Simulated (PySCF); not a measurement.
Here is a job for PySCF.
```python
from pyscf import gto, scf, dft

mol = gto.M(
    atom='''
Si   -0.00000000   -0.00000000   -0.54024550
O     0.00000000    0.00000000    0.94542963
''',
    basis='cc-pvdz',
    charge=1,
    spin=1,
    verbose=4,
)

mf = dft.UKS(mol)
mf.xc = 'pbe'
mf.kernel()
```

### Question
What does this run give for the number of basis functions, HOMO energy, total energy, nuclear repulsion energy, Mulliken (on the basis functions themselves) charges in atom order?

### Answer

```json
{
  "number_of_basis_functions": "32",
  "HOMO energy": "-16.46 eV",
  "total_energy": "-364.0784 Eh",
  "nuclear_repulsion_energy": "39.8929 Eh",
  "Mulliken (on the basis functions themselves) charges in atom order": "Si1 1.05, O2 -0.05"
}
```

These values belong to the state on which the SCF converged, which isn't shown to be the lowest.
